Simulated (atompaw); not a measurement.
## Building the PAW (atompaw) potential for Sm (Z = 62) (LDA (PW92), scalar-relativistic).

samarium (Sm), PAW, made with atompaw 4.2.0.5 (LDA (PW92), scalar-relativistic). Core [Xe], reference 4f6 5d0 6s2 6p0. Waves: 6s (bound): rc 3.00 bohr; 6s channel at 0.3 Ry: rc 2.90 bohr; 6p (bound, empty): rc 3.00 bohr; 6p channel at 3.35 Ry: rc 3.00 bohr; 5d (bound, empty): rc 3.00 bohr; 5d channel at 3.25 Ry: rc 2.75 bohr; 4f (bound): rc 1.10 bohr; 4f channel at 2.15 Ry: rc 1.10 bohr. Local part: ultrasoft scheme with l = 4 at 0 Ry, radius 2.05 bohr. Core correction: smooth core density matched at 1.74 bohr. Augmentation charge: sinc compensation charge, radius 2.80 bohr; PAW radius 3.00 bohr; waves and projectors: custom polynom vanderbiltortho.

All-electron outer shells of the reference configuration (LDA (PW92), scalar-relativistic, ld1.x):

```tsv
shell	level (eV)	outermost node (bohr)	outermost maximum (bohr)
5s	-43.39	0.69	1.27
5p	-23.32	0.74	1.43
6s	-3.72	1.70	3.62
4f	-2.67	–	0.61
5d	-1.83	0.84	2.19
6p	-1.25	2.06	4.94
```

Estimate the cutoffs (Ry, on a coarse ladder) from which the occupation-weighted sum of valence levels, in a spherical-Bessel basis at the reference potential, stays within 10 and 1 mRy of its value at 400 Ry.

160 Ry and 260 Ry.

What does a ghost test show?

Ghost states, extra bound levels that the all-electron valence spectrum of the same l lacks: s at -48.0 eV, p at -25.7 eV, s at -8.2 eV. A true bound ghost makes a file unfit for plane-wave use.

Is the overlap operator S = 1 + Σ q|β⟩⟨β| positive definite (Bessel basis up to 400 Ry)?

Yes: its lowest eigenvalue is 0.46 (p channel).

Which valence shell sets the plane-wave cutoff?

4f: its level needs 160 Ry to come within 1 mRy, against 6 Ry for 6s.
